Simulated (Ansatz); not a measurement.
One change: `O[SiH](O)O[SiH3]` becomes `CO[SiH](O)O`.

Ansatz, PBE0-D4/def2-TZVP geometries, multiplicity 1. Each molecule was computed in one conformer, which needn't be the lowest.

```json
{"property": "HOMO energy (PBE0/def2-TZVPP) / eV", "`O[SiH](O)O[SiH3]`": "-8.84"}
{"property": "HOMO–LUMO gap (B3LYP/def2-TZVPP) / eV", "`O[SiH](O)O[SiH3]`": "8.61"}
{"property": "LUMO energy (PBE/def2-TZVPP) / eV", "`O[SiH](O)O[SiH3]`": "-0.63"}
{"property": "size of the dipole moment (ωB97M-V/def2-TZVPP) / D", "`O[SiH](O)O[SiH3]`": "1.42"}
{"property": "HOMO energy (B3LYP/def2-TZVPP) / eV", "`O[SiH](O)O[SiH3]`": "-8.64"}
{"property": "LUMO energy (B3LYP/def2-TZVPP) / eV", "`O[SiH](O)O[SiH3]`": "-0.03"}
```

Give the same properties after the change, and the shifts. (Best estimate.)

The calculation gave: 
```json
{"property": "HOMO energy (PBE0/def2-TZVPP) / eV", "`CO[SiH](O)O`": "-8.43", "shift": "0.41"}
{"property": "HOMO–LUMO gap (B3LYP/def2-TZVPP) / eV", "`CO[SiH](O)O`": "8.73", "shift": "0.12"}
{"property": "LUMO energy (PBE/def2-TZVPP) / eV", "`CO[SiH](O)O`": "0.01", "shift": "0.64"}
{"property": "size of the dipole moment (ωB97M-V/def2-TZVPP) / D", "`CO[SiH](O)O`": "1.75", "shift": "0.33"}
{"property": "HOMO energy (B3LYP/def2-TZVPP) / eV", "`CO[SiH](O)O`": "-8.19", "shift": "0.45"}
{"property": "LUMO energy (B3LYP/def2-TZVPP) / eV", "`CO[SiH](O)O`": "0.53", "shift": "0.56"}
```

With PBE0 the HOMO rises by 0.41 eV and the LUMO rises by 0.68 eV, so the gap widens by about 0.27 eV. PBE moves the HOMO by 0.57 eV and ωB97M-V by 0.28 eV. Dipoles are sizes alone; their direction can turn.

Positive LUMOs are unbound, so they and the gaps depend on the basis.

B3LYP here is the variant with VWN-RPA as its local correlation; programs differ in this.
